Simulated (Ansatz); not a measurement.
Gas-phase electronic energies from Ansatz, PBE0-D4/def2-TZVP geometries. CBS: MP2 limit from def2 TZ/QZ plus the TZ coupled-cluster correction, frozen cores. Functionals use def2-TZVPP. B3LYP here is the variant with VWN-RPA as its local correlation; programs differ in this. For Sc outer-core shells are correlated without core-valence functions, which leaves a few kJ/mol of doubt a bond. Scalar relativity is left out up to krypton. One conformer a species, not always the lowest.

Reaction (cleavage of the Si–Si bond): `[AlH2][O]C[SiH2][SiH3]` + `[OH][Sc]([F])[Cl]` → `[F][Sc]([Cl])[O][SiH3]` + `[AlH2][O]C[SiH3]`

(1) Is it downhill or uphill in electronic energy at CCSD(T)/CBS, and by how much? (Best estimate.)

(2) What do these levels give: PBE-D4, B3LYP-D4, SCS-MP2/def2-TZVPP, HF/def2-QZVPP, MP2/def2-QZVPP, HF/CBS(def2)? (Best estimate.)

Largest T1 diagnostic among the species: 0.016.

Answers

(1) The calculation gave: Downhill: ΔE = -1.13 eV.

(2) Computed: PBE-D4 -0.83, B3LYP-D4 -1.09, SCS-MP2/def2-TZVPP -1.24, HF/def2-QZVPP -1.44, MP2/def2-QZVPP -1.20, HF/CBS(def2) -1.44 eV.

The D4 term adds +0.03 eV with B3LYP and +0.02 eV with PBE0; it sums over pairs of atoms, weighted by their polarisabilities, and B3LYP, whose exchange is more repulsive, gets the larger term. From PBE to PBE0 (25 % exact exchange), in def2-TZVPP and without D4, ΔE moves by −0.08 eV.
